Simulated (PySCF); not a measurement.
BiH5, SMILES [BiH5]. Geometry: B3LYP-D3(BJ)/def2-TZVP. The def2 effective core potentials stand for the cores of Bi; spin–orbit coupling is left out.

The numbers are results of B3LYP-D3(BJ)/def2-TZVP run with PySCF 2.14.0, not measurements.

Harmonic wavenumbers (cm⁻¹): 403, 403, 728, 728, 821, 973, 973, 1451, 1485, 1729, 1729, 1751. Rotational constants (GHz): 51.63, 42.41, 42.41; symmetry number 6.

Task: Work out the zero-point energy and the ideal-gas rigid-rotor harmonic-oscillator thermochemistry at 298.15 K and 1 atm.

Result: ZPE = ½ Σ hcν = ½ × 13172 cm⁻¹ = 78.78 kJ/mol. H − E(el) = 91.29 kJ/mol. Entropy in J/(mol K): translation 175.67, rotation 63.71, vibration 12.11, total 251.49. G − E(el) = 16.31 kJ/mol. Cp = 59.11 J/(mol K).
